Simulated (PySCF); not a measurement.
C4H10O2Si.
Numbering: `[CH3:1][CH2:2][O:3]/[CH:4]=[CH:5]\[O:6][SiH3:7]` (hydrogens: H8, H9, H10 on C1; H11, H12 on C2; H13 on C4; H14 on C5; H15, H16, H17 on Si7)

The geometry is computed with GFN2-xTB (gas phase).

Give the optimised bond lengths and angles.

| bond | length (bohr) | order |
| --- | --- | --- |
| C1–C2 | 2.871 | single |
| C2–O3 | 2.668 | single |
| O3–C4 | 2.583 | single |
| C4=C5 | 2.509 | double |
| C5–O6 | 2.538 | single |
| O6–Si7 | 3.085 | single |
| C1–H8, C1–H9, C1–H10 | 2.053 | single |
| C2–H11, C2–H12 | 2.079 | single |
| C4–H13 | 2.042 | single |
| C5–H14 | 2.041 | single |
| Si7–H15, Si7–H16, Si7–H17 | 2.760 | single |

Bonds in one row agree within 0.02 bohr and their mean is given. Orders are formal, as drawn. A selection of angles:
| angle | degrees |
| --- | --- |
| C2–C1–H8 | 109.9 |
| H8–C1–H9 | 108.4 |
| H8–C1–H10 | 109.3 |
| C1–C2–O3 | 108.2 |
| C1–C2–H11 | 110.3 |
| O3–C2–H11 | 110.1 |
| H11–C2–H12 | 108.2 |
| C2–O3–C4 | 116.3 |
| O3–C4–C5 | 120.4 |
| O3–C4–H13 | 117.8 |
| C5–C4–H13 | 121.8 |
| C4–C5–O6 | 124.8 |
| C4–C5–H14 | 121.3 |
| O6–C5–H14 | 113.9 |
| C5–O6–Si7 | 130.2 |
| O6–Si7–H15 | 112.8 |
| O6–Si7–H17 | 96.6 |
| H15–Si7–H16 | 111.0 |

Torsions: C1–C2–O3–C4 -176° (antiperiplanar); C2–O3–C4–C5 167° (antiperiplanar); O3–C4–C5–O6 -1° (synperiplanar); C4–C5–O6–Si7 -2° (synperiplanar). The mirror-image conformer, all signs reversed, is as good.

Of the pairs four or more bonds apart, O3···Si7 is among the closest relative to their van der Waals radii: 2.80 Å, 77 % of the sum of Bondi's values. The 2 C–C bonds span 1.328 Å (C4=C5, drawn double) to 1.520 Å (C1–C2, drawn single), a spread of 0.192 Å. Si7 (oxygen-bound silicon) has angles from 96.6° to 112.8°. The 3 C–O bonds span 1.343 Å (C5–O6, drawn single) to 1.412 Å (C2–O3, drawn single), a spread of 0.069 Å. O3 (ether oxygen) is bent (angle 116.3°).

Point group: near Cs, missed by 0.35 Å at most; the miss may be what the optimiser left on a soft mode. Stationary, but not proved a minimum. One conformer, not necessarily the lowest.
